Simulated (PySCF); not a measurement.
C3H4O2Si, SMILES C#C[SiH2]C(=O)O. Atoms are numbered in the order given.

```xyz
10

C     -0.6459    -2.8829     0.0000
C     -0.0002    -1.8518     0.0000
Si     0.9649    -0.2998     0.0000
C     -0.1570     1.2659     0.0000
O      0.3260     2.3689     0.0000
O     -1.4742     1.0445     0.0000
H     -1.2199    -3.7929     0.0000
H      1.8107    -0.2109     1.2211
H      1.8107    -0.2109    -1.2211
H     -1.9058     1.9176     0.0000
```
Charge 0, spin multiplicity 1.

Geometry: PBE0-D3(BJ)/def2-SVP. This is a generated structure with no PubChem entry under its InChIKey; it may be hypothetical. Other conformers were not sampled.

These are TDA-PBE/def2-SVPD in PySCF values and carry that method's errors.

Vertical excitations. Gas-phase values at a fixed geometry. State labels are in the subgroup Cs.

Computed lowest excited states:
```csv
state,symmetry,energy (eV),λ (nm),f,main pairs
S1,A",4.73,262,0.003,HOMO→LUMO 98 %
S2,A',5.31,234,0.009,HOMO−1→LUMO 91 %
S3,A',5.45,227,0.112,HOMO→LUMO+1 87 %
S4,A",5.49,226,0.000,"HOMO−2→LUMO 55 %, HOMO→LUMO+2 45 %"
S5,A",5.57,222,0.000,"HOMO→LUMO+2 53 %, HOMO−2→LUMO 44 %"
S6,A",5.94,209,0.001,HOMO−1→LUMO+1 97 %
S7,A',6.17,201,0.046,HOMO→LUMO+3 94 %
S8,A',6.34,196,0.006,"HOMO−2→LUMO+1 56 %, HOMO−1→LUMO+2 43 %"
S9,A",6.58,188,0.000,HOMO−2→LUMO+2 98 %
S10,A",6.80,182,0.000,HOMO−1→LUMO+3 100 %
T1,A",4.17,298,0,HOMO→LUMO 99 %
T2,A',4.71,263,0,"HOMO→LUMO+1 52 %, HOMO−2→LUMO+1 18 %, HOMO−1→LUMO 15 %, HOMO−1→LUMO+2 13 %"
T3,A',4.97,249,0,"HOMO−1→LUMO 56 %, HOMO→LUMO+1 29 %, HOMO−1→LUMO+2 13 %"
T4,A",5.16,240,0,"HOMO→LUMO+2 41 %, HOMO−1→LUMO+1 30 %, HOMO−2→LUMO 21 %, HOMO−2→LUMO+2 7 %"
```
Triplets are in the Tamm–Dancoff approximation.
